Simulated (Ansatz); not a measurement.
CH₆GeOSn, SMILES `O=[CH][SnH2][GeH3]` at its PBE0-D4/def2-TZVP geometry, where that method's forces vanish. The species carries charge 0 and has multiplicity 1. Sn: def2 effective core potential.

```
atom   x (Å)   y (Å)   z (Å)
  O1  -2.491  -1.229   1.035
  C2  -1.618  -0.478   1.359
 Sn3  -0.572   0.818  -0.099
 Ge4   1.620  -0.341  -0.881
  H5  -1.295  -0.425   2.426
  H6  -0.209   2.303   0.672
  H7  -1.636   1.090  -1.404
  H8   1.294  -1.678  -1.564
  H9   2.380   0.554  -1.873
 H10   2.527  -0.613   0.330
```

(1) For each bond, give half the difference of the two atoms' forces along it (eV/Å; positive pushes the atoms apart) under PBE-D4, r2SCAN-D4, B3LYP-D4, ωB97M-V in def2-TZVPP. (Estimate.)

## Answers

(1) Computed: 
| bond | length (Å) | PBE-D4 | r2SCAN-D4 | B3LYP-D4 | ωB97M-V |
| --- | --- | --- | --- | --- | --- |
| O1–C2 | 1.197 | 0.87 | 0.29 | 0.25 | 0.32 |
| C2–Sn3 | 2.213 | -0.12 | 0.02 | 0.07 | -0.11 |
| C2–H5 | 1.117 | -0.05 | -0.05 | -0.14 | -0.14 |
| Sn3–Ge4 | 2.601 | -0.05 | -0.01 | 0.09 | 0.00 |
| Sn3–H6 | 1.712 | 0.08 | -0.01 | 0.00 | -0.05 |
| Sn3–H7 | 1.705 | 0.11 | 0.00 | 0.00 | -0.07 |
| Ge4–H8 | 1.536 | 0.09 | -0.04 | -0.02 | -0.07 |
| Ge4–H9 | 1.537 | 0.07 | -0.05 | -0.02 | -0.06 |
| Ge4–H10 | 1.537 | 0.08 | -0.04 | -0.01 | -0.06 |

B3LYP here is the variant with VWN-RPA as its local correlation; programs differ in this.
